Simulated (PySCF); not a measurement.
# Tc³⁰⁺: ionisation energy

Tc³⁰⁺ [Ne] 3s2 3p1 (2P) → Tc³¹⁺ [Ne] 3s2 (1S), as a difference of total energies. Calculation: PySCF 2.14, in an uncontracted even-tempered set (18 s from 3.9 bohr⁻², ratio 2.5; 12 p from 5 bohr⁻², ratio 2.5; 5 d from 22 bohr⁻², ratio 2.7; 4 f from 32 bohr⁻², ratio 2.7); the spin-free X2C one-electron Hamiltonian (Gaussian nucleus). Correlated levels: outer shells: 1s2 frozen; virtual orbitals above 40 to 60 times the deepest correlated orbital energy dropped. The calculations carry no spin-orbit coupling.

```csv
method,ionisation energy (eV)
UHF,1684.5
MP2 (outer shells),1684.9
SCS-MP2 (outer shells),1684.8
CCSD (outer shells),1684.9
CCSD(T) (outer shells),1684.9
```

A first-order spin-orbit estimate (lowest level to lowest level, LS coupling) adds 18.225 eV.

Breit and QED terms and the two-electron picture change are absent.

For comparison: 1689 ± 8 eV (semi-empirical (NIST evaluation); NIST Atomic Spectra Database, ionization energies).
